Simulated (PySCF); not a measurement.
**[Pm(NH2)4]− at several levels of theory**

Computed with PySCF 2.14.0 (density fitting, no spin-orbit coupling) at the geometry relaxed with PBE0:

```xyz
13
[Pm(NH2)4]− (singlet in the valence; each metal's 4f electrons, 4 of them, lie in its core potential, out of spins and levels)
Pm   -0.0001    0.0000    0.0000
N     1.3895    1.3663    1.2612
H     2.2539    1.0415    1.6996
H     1.3556    2.3696    1.4456
N    -1.3896   -1.2611    1.3663
H    -1.3559   -1.4455    2.3695
H    -2.2534   -1.7002    1.0413
N     1.3895   -1.3663   -1.2612
H     1.3556   -2.3696   -1.4456
H     2.2539   -1.0415   -1.6996
N    -1.3896    1.2611   -1.3663
H    -2.2534    1.7002   -1.0413
H    -1.3559    1.4455   -2.3695
```

```tsv
level	basis	state	HOMO (eV)	gap (eV)	charge on Pm1 (e)	population of f-type functions on Pm1 (polarisation alone where 4f lies in the core)	dipole about the centre of mass (D)	largest force component (eV/Å)
PBE0	Pm lcecp-1-SVP with ECP50, N def2-SVP, H def2-SVP	singlet	-1.12	4.85	0.68	0.07	0.00	0.00
r2SCAN	the same	singlet	-0.03	3.70	0.63	0.06	0.00	0.09
```

In the lcecp rows the 4f levels are missing from HOMO and gap, and the state counts the valence alone.

Charges are Mulliken's, which hang on the basis. The relaxation used the grid (50, 194), these runs (75, 302) or, all-electron (x2c bases, spin-free X2C Hamiltonian), (99, 590).

Problem. What does TPSS with Pm lcecp-1-SVP with ECP50, N def2-SVP, H def2-SVP give here?

Solution. state singlet, HOMO (eV) 0.20, gap (eV) 3.15, charge on Pm1 (e) 0.57, population of f-type functions on Pm1 (polarisation alone where 4f lies in the core) 0.06, dipole about the centre of mass (D) 0.00, largest force component (eV/Å) 0.35. Time: 18 s on 2 threads of Arm Neoverse V2, with other jobs on the host, from an already converged density.

In the first row's basis the gap widens with exact exchange: 3.2 to 3.7 eV for TPSS, r2SCAN (none); 4.8 eV for PBE0 (a fixed share).

No frequency check is given that shows the relaxed geometry to be a minimum. An lcecp potential fixes the number of 4f electrons, so in runs with it no electron can move into or out of that shell.

The highest filled level of some runs lies above zero, as often for anions with such functionals and bases.
